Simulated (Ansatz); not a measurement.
```xyz
12

N     0.605    0.202    1.397
C     0.185    0.166    0.026
N     0.811    1.150   -0.807
N    -1.292    0.005   -0.110
Si   -0.473   -1.458   -0.554
H     0.309    1.076    1.828
H     1.617    0.182    1.439
H     0.603    0.986   -1.785
H     0.449    2.074   -0.580
H    -1.806    0.082    0.759
H    -0.410   -2.616    0.364
H    -0.599   -1.850   -1.978
```

The species carries charge 0 and has multiplicity 1.

List the B3LYP/def2-TZVPP orbital energies in eV (Ansatz 0.2.0). (Estimate.)

Computed: Occupied: -1799.06, -389.24, -389.09, -388.95, -278.83, -143.60, -98.93, -98.91, -98.89, -25.87, -23.11, -23.00, -16.51, -14.75, -13.52, -13.25, -12.85, -12.49, -9.92, -9.75, -8.49, -7.48, -6.73, -6.41. Lowest empty: -0.43, 0.61, 1.22, 1.27, 1.72, 1.98, 2.54, 3.04.

B3LYP here is the variant with VWN-RPA as its local correlation; programs differ in this.
